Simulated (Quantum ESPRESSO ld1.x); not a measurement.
Valence configurations of Dy I (all share [Xe]). All-electron calculation, Dirac Kohn-Sham, BLYP, spin-unpolarised, spherical densities, point nucleus; open shells fill j = l - 1/2 first. Program: ld1.x of Quantum ESPRESSO 7.5. Energies are relative to 4f10 6s2; eigenvalues in eV.

valence          E (eV)  e(4f5/2)  e(4f7/2)  e(5d3/2)  e(6p1/2)  e(6s1/2)
4f10 6s2          0.000    -3.258    -2.384         -         -    -3.626
4f9.5 6s2 6p0.5   1.519    -7.557    -6.650         -    -1.680    -4.500
4f10 6s1 6p1      2.550    -4.518    -3.643         -    -1.713    -4.362
4f10 5d1 6s1      2.552    -2.494    -1.621    -0.834         -    -3.452
4f9 5d1 6s2       3.521    -9.189    -8.251    -2.278         -    -4.096
4f9 6s2 6p1       5.051   -12.316   -11.376         -    -2.149    -5.331
4f11.5 6p0.5      6.455    -0.959    -0.156         -    -2.278         -
4f8 5d1 6s2 6p1  14.806   -19.214   -18.212    -5.616    -2.268    -5.675
4f8 6s2 6p2      18.952   -22.824   -21.819         -    -3.039    -6.898

NIST lists [Xe] 4f10 6s2 as the ground configuration; this level of theory agrees among the configurations tried. The energies are those of spherical spin-averaged densities, not of single terms. No valid solution was reached for [Xe] 4f10.5 6s1.5.
